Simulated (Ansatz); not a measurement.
System: C3H3, charge 1, singlet. A triplet may lie lower; no result for it is given here. C3H3+ (parent SMILES [CH]=C=C, singlet).
B3LYP-D3(BJ)/def2-TZVP minimum from Ansatz (an electronic-structure program):
```xyz
6

C      1.2489     0.1199     0.4370
C      0.0985     0.0095     0.0345
C     -1.1622    -0.1116    -0.4067
H      2.2584     0.2168     0.7903
H     -1.6564     0.7169    -0.9120
H     -1.7133    -1.0404    -0.2672
```
Charge +1, spin multiplicity 1.

Hartree-Fock and CCSD(T) correlation energies in hartree (Ansatz). Open shells are spin-unrestricted; no spin-orbit coupling. Correlated methods leave the cores frozen. No relativity. The restricted determinant of C3H3+ (parent SMILES [CH]=C=C, singlet) is unstable towards broken spin symmetry in at least one set run. The spin of C3H3+ (parent SMILES [CH]=C=C, singlet) was assumed, and the state is the lowest solution found for it.

```tsv
basis	X	E(HF)	E(corr, CCSD(T))
cc-pVTZ	3	-114.99006	-0.47404
cc-pVQZ	4	-114.99699	-0.49719
cc-pV5Z	5	-114.99860	withheld
```

### Question
Fit E(corr) = E∞ + A/X³ to X = 3 and 4, predict X = 5, and compare with the run.

### Answer
A = (-0.47404 - (-0.49719))/(1/27 - 1/64) = 1.0812; E∞ = -0.49719 - A/64 = -0.51408; at X = 5, E∞ + A/125 = -0.50543. The run gave -0.50435, 1.08 mEh above the prediction. The same form on X = 4 and 5 gives E∞ = -0.51186, 2.22 mEh above the first estimate.
